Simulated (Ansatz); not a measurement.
The cluster Ag₂F₂. The state is a singlet with charge 0. Geometry PBE-D4/def2-TZVPD, that of the charge -1 doublet.

```xyz
4

Ag    0.4873   -1.2598   -0.0035
Ag   -0.4877    1.2597   -0.0007
F    -1.2384    3.1952    0.0111
F     1.2387   -3.1951   -0.0070
```

In the def2 sets Ag takes a core potential; there is no spin–orbit coupling. This restricted singlet of an open-shell metal (gap down to 0.28 eV) wasn't tested against broken symmetry. The structure comes from a short search, and lower isomers may exist.

(1) Estimate the orbital energies around the gap (eV) in Ansatz with PBE-D4/def2-TZVPD, r2SCAN-D4/def2-TZVPD, PBE0-D4/def2-TZVPD.

## Answers

(1) 
```tsv
orbital	PBE-D4/def2-TZVPD	r2SCAN-D4/def2-TZVPD	PBE0-D4/def2-TZVPD
HOMO−5	-7.94	-8.06	-9.17
HOMO−4	-7.68	-7.81	-9.02
HOMO−3	-7.49	-7.73	-9.02
HOMO−2	-7.49	-7.73	-8.98
HOMO−1	-7.32	-7.57	-8.88
HOMO	-7.32	-7.57	-8.88
LUMO	-7.05	-6.96	-6.32
LUMO+1	-2.35	-2.06	-1.58
LUMO+2	-2.14	-1.87	-1.58
LUMO+3	-2.14	-1.87	-1.35
LUMO+4	0.12	0.51	0.73
LUMO+5	0.12	0.51	0.74
```
